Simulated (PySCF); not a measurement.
Compound: C4H6BF.
SMILES: `FC1=CCBC1`

The closed-shell ground state was solved at several levels (PySCF, density fitting, gas phase, non-relativistic). Geometry: GFN2-xTB; no solvent, vibrations or thermal averaging.

| level | basis functions | HOMO (eV) | LUMO (eV) | gap (eV) | dipole (D) |
| --- | --- | --- | --- | --- | --- |
| wB97X-D/def2-SVPD | 171 | -8.83 | 0.68 | 9.51 | 1.69 |
| PBE0/pcSseg-1 | 132 | -6.93 | -1.28 | 5.65 | 1.62 |

(1) Estimate the row for B3LYP/pcJ-1, a basis of 222 functions; the other rows only guide the guess.

(2) Over all these levels, which gives the widest orbital gap and which the narrowest?

(3) How far do the dipole and the HOMO energy spread over the levels?

## Answers

(1) HOMO -6.70 eV, LUMO -1.49 eV, gap 5.21 eV, dipole 1.61 D.

(2) wB97X-D/def2-SVPD (range-separated hybrid) has the widest, 9.51 eV, and B3LYP/pcJ-1 (global hybrid, 20 % exact exchange) the narrowest, 5.21 eV. Functional and basis both differ between the two, so the spread mixes both effects.

(3) The dipole runs from 1.61 to 1.69 D (mean 1.64 D) and the HOMO from -8.83 to -6.70 eV.
